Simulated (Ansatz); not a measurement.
`[SiH3][O][In]([SH])[Cl]` + CH₄ → `[CH3][In]([SH])[Cl]` + `O[SiH3]`  (formal exchange of groups at the In–O bond)

Computed with Ansatz on PBE0-D4/def2-TZVP structures; ΔE is electronic, products minus reactants. CBS: MP2 limit from def2 TZ/QZ plus the TZ coupled-cluster correction, frozen cores. This one scheme is used for every species. DFT in def2-TZVPP. B3LYP here is the variant with VWN-RPA as its local correlation; programs differ in this. Elements past krypton have def2 core potentials. For In outer-core shells are correlated without core-valence functions, which leaves a few kJ/mol of doubt a bond. Each species was taken in one conformer, which may not be the lowest.

Q: Is it downhill or uphill in electronic energy at CCSD(T)/CBS, and by how much? (Best estimate.)

A: The calculation gave: Uphill: ΔE = +0.56 eV.

Q: What do these levels give: PBE-D4, r2SCAN-D4, PBE0-D4, ωB97X-V, ωB97M-V, B3LYP, HF/def2-TZVPP, CCSD(T)/def2-TZVPP, MP2/def2-QZVPP, HF/CBS(def2), MP2/CBS(def2), CCSD/CBS(def2)? (Best estimate.)

A: Computed: PBE-D4 0.46, r2SCAN-D4 0.54, PBE0-D4 0.46, ωB97X-V 0.55, ωB97M-V 0.51, B3LYP 0.51, HF/def2-TZVPP 0.65, CCSD(T)/def2-TZVPP 0.53, MP2/def2-QZVPP 0.54, HF/CBS(def2) 0.67, MP2/CBS(def2) 0.54, CCSD/CBS(def2) 0.56 eV.

Largest T1 diagnostic among the species: 0.014.

The D4 term adds +0.04 eV with B3LYP and +0.02 eV with PBE0; it sums over pairs of atoms, weighted by their polarisabilities, and B3LYP, whose exchange is more repulsive, gets the larger term. In def2-TZVPP, CCSD(T) changes the Hartree–Fock value by −0.11 eV (the triples alone add +0.00 eV) and MP2 by −0.13 eV.
